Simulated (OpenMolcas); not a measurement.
# Ni+, Pd+, Pt+: d9 down the group

```
Program             : OpenMolcas 26.06
Method              : CASSCF
Basis               : ANO-RCC-VQZP
Scalar Hamiltonian  : DKH2, point nucleus
Spin-orbit coupling : RASSI with atomic mean-field integrals over the reference wave functions, term energies averaged over their components
```

Active space for each ion: 9 electrons in 5 orbitals (d).

Computed levels in cm-1 above 2D 5/2:

| Level | Ni+ | Pd+ | Pt+ |
| --- | --- | --- | --- |
| 2D 3/2 | 1516 | 3476 | 10482 |
| weight of 2D in the lowest level (%) | 100 | 100 | 100 |

Measured, with the error of the calculation in %. Measured levels: Ni+, Pd+ from NIST Handbook of Basic Atomic Spectroscopic Data.

| Level | Ni+ | Pd+ |
| --- | --- | --- |
| 2D 3/2 | 1507 (+0.6) | 3539 (-1.8) |

The fine-structure level 2D 3/2 changes by a factor of 6.91 from Ni+ to Pt+.

Without dynamic correlation excited terms often stand tens of per cent too high (terms of higher spin than the ground term too low), and those without a measured partner can miss by more than the paired ones. Computed and measured levels are paired by configuration, term and J; levels that our copy of the source lacks, or whose pairing is in doubt (as where it misses far off the trend of its configuration), stay unpaired and out of the deviations. Levels of configurations outside the active space are missing.
